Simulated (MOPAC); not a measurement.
Input for MOPAC: PM3 on CH4O2Sn (a complex), monomers drawn apart or pushed together.

```
PM3 1SCF PRECISE CHARGE=0 THREADS=1
CH4O2Sn

Sn    -0.29400448 1     0.54737426 1    -0.04775112 1
H      0.94174952 1     0.11055974 1    -1.14051552 1
H     -1.47058180 1     1.49212606 1    -0.84733747 1
H     -1.02929679 1    -0.86100457 1     0.58325939 1
H      0.37245203 1     1.44503887 1     1.24546580 1
O      1.32653603 1    -1.14693930 1     2.42394933 1
C      0.41447802 1    -0.76480665 1     3.03044737 1
O     -0.49706808 1    -0.38274806 1     3.63592979 1
```

It printed:

```
*******************************************************************************
 **                                                                           **
 **                              MOPAC v23.2.5                                **
 **                                                                           **
 *******************************************************************************
 ** MOPAC's Digital Object Identifier: https://doi.org/10.5281/zenodo.6511958 **
 **                                                                           **
 ** Please cite the open-source release paper for use of this MOPAC version:  **
 ** J. E. Moussa and J. J. P. Stewart (2026)                                  **
 ** MOPAC: An open-source semiempirical molecular orbital program             **
 ** J. Open Source Softw., 11(119), 8025, https://doi.org/10.21105/joss.08025 **
 *******************************************************************************

                              PM3 CALCULATION RESULTS

 *******************************************************************************
 *  PM3        - The PM3 Hamiltonian to be used
 *
 *
 *
 *                 CHARGE ON SYSTEM = 0
 *
 *
 *
 *  PRECISE    - TIGHTER CRITERIA TO BE USED
 *  1SCF       - DO 1 SCF AND THEN STOP
 *  THREADS=1  - MULTI-THREADING NOT USED
 *  T=         - A TIME OF 172800.0 SECONDS REQUESTED
 *  DUMP=N     - RESTART FILE WRITTEN EVERY 7200.0 SECONDS REQUESTED
 *******************************************************************************
PM3 1SCF PRECISE CHARGE=0 THREADS=1
 CH4O2Sn

   ATOM   CHEMICAL          X               Y               Z
  NUMBER   SYMBOL      (ANGSTROMS)     (ANGSTROMS)     (ANGSTROMS)

     1      Sn         -0.29400448  *   0.54737426  *  -0.04775112  *
     2       H          0.94174952  *   0.11055974  *  -1.14051552  *
     3       H         -1.47058180  *   1.49212606  *  -0.84733747  *
     4       H         -1.02929679  *  -0.86100457  *   0.58325939  *
     5       H          0.37245203  *   1.44503887  *   1.24546580  *
     6       O          1.32653603  *  -1.14693930  *   2.42394933  *
     7       C          0.41447802  *  -0.76480665  *   3.03044737  *
     8       O         -0.49706808  *  -0.38274806  *   3.63592979  *



          CARTESIAN COORDINATES

    NO.       ATOM           X           Y           Z

     1        Sn         -0.2940      0.5474     -0.0478
     2         H          0.9417      0.1106     -1.1405
     3         H         -1.4706      1.4921     -0.8473
     4         H         -1.0293     -0.8610      0.5833
     5         H          0.3725      1.4450      1.2455
     6         O          1.3265     -1.1469      2.4239
     7         C          0.4145     -0.7648      3.0304
     8         O         -0.4971     -0.3827      3.6359

  H: (PM3): J. J. P. STEWART, J. COMP. CHEM. 10, 209 (1989).
  C: (PM3): J. J. P. STEWART, J. COMP. CHEM. 10, 209 (1989).
  O: (PM3): J. J. P. STEWART, J. COMP. CHEM. 10, 209 (1989).
 Sn: (PM3): J. J. P. STEWART, J. COMP. CHEM. 12, 320-341 (1991).

           Empirical Formula: C H4 O2 Sn  =     8 atoms



      MOLECULAR POINT GROUP   :   Cs


      RHF CALCULATION, NO. OF DOUBLY OCCUPIED LEVELS = 12


 -------------------------------------------------------------------------------
 PM3 1SCF PRECISE CHARGE=0 THREADS=1
 CH4O2Sn



     1SCF WAS SPECIFIED, SO BFGS WAS NOT USED
     SCF FIELD WAS ACHIEVED


                              PM3 CALCULATION
                                                       MOPAC v23.2.5 Linux




          FINAL HEAT OF FORMATION =        -38.04915 KCAL/MOL =    -159.19766 KJ/MOL


          COSMO AREA              =        127.54 SQUARE ANGSTROMS
          COSMO VOLUME            =        118.25 CUBIC ANGSTROMS

          IONIZATION POTENTIAL    =         12.503439 EV
          HOMO LUMO ENERGIES (EV) =        -12.503 -0.473
          NO. OF FILLED LEVELS    =         12
          MOLECULAR WEIGHT        =        166.7314         POINT GROUP:  Cs

          MOLECULAR DIMENSIONS (Angstroms)

            Atom       Atom       Distance
            O     6    H     3     5.04875
            O     8    H     2     4.31243
            H     5    H     4     2.77871


          SCF CALCULATIONS        =          1





   ATOM   CHEMICAL          X               Y               Z
  NUMBER   SYMBOL      (ANGSTROMS)     (ANGSTROMS)     (ANGSTROMS)

     1      Sn         -0.29400448  *   0.54737426  *  -0.04775112  *
     2       H          0.94174952  *   0.11055974  *  -1.14051552  *
     3       H         -1.47058180  *   1.49212606  *  -0.84733747  *
     4       H         -1.02929679  *  -0.86100457  *   0.58325939  *
     5       H          0.37245203  *   1.44503887  *   1.24546580  *
     6       O          1.32653603  *  -1.14693930  *   2.42394933  *
     7       C          0.41447802  *  -0.76480665  *   3.03044737  *
     8       O         -0.49706808  *  -0.38274806  *   3.63592979  *

                             CARTESIAN COORDINATES

   1   Sn       -0.294004480     0.547374260    -0.047751120
   2    H        0.941749520     0.110559740    -1.140515520
   3    H       -1.470581800     1.492126060    -0.847337470
   4    H       -1.029296790    -0.861004570     0.583259390
   5    H        0.372452030     1.445038870     1.245465800
   6    O        1.326536030    -1.146939300     2.423949330
   7    C        0.414478020    -0.764806650     3.030447370
   8    O       -0.497068080    -0.382748060     3.635929790


           Empirical Formula: C H4 O2 Sn  =     8 atoms



      MOLECULAR POINT GROUP   :   Cs


                  EIGENVALUES
 -39.38998 -39.01641 -21.19605 -18.23851 -17.91613 -17.71976 -16.98442 -13.12917
 -12.99743 -12.88082 -12.75256 -12.50344  -0.47290   0.22977   0.25683   0.38422
   1.24767   1.25278   2.07659   7.95370


              NET ATOMIC CHARGES AND DIPOLE CONTRIBUTIONS

  ATOM NO.   TYPE          CHARGE      No. of ELECS.   s-Pop       p-Pop
    1         Sn          -0.194749        4.1947     1.10025     3.09450
    2          H           0.056956        0.9430     0.94304
    3          H           0.050355        0.9496     0.94964
    4          H           0.043224        0.9568     0.95678
    5          H           0.043171        0.9568     0.95683
    6          O          -0.255787        6.2558     1.84498     4.41080
    7          C           0.511836        3.4882     1.16965     2.31851
    8          O          -0.255007        6.2550     1.84447     4.41054
 DIPOLE           X         Y         Z       TOTAL
 POINT-CHG.     0.039    -0.002    -0.074     0.084
 HYBRID        -0.013     0.002     0.022     0.026
 SUM            0.025    -0.000    -0.052     0.058


          ATOMIC ORBITAL ELECTRON POPULATIONS

     Atom    s        px        py        pz
    1 Sn   1.10025   1.03282   1.02481   1.03687
    2  H   0.94304
    3  H   0.94964
    4  H   0.95678
    5  H   0.95683
    6  O   1.84498   1.33197   1.58186   1.49698
    7  C   1.16965   0.80884   0.74526   0.76441
    8  O   1.84447   1.32994   1.57986   1.50074

 **********************
 *                    *
 * JOB ENDED NORMALLY *
 *                    *
 **********************




 == MOPAC DONE ==
```

The run finished.

Cost: about 0.03 core-seconds (a rough figure).
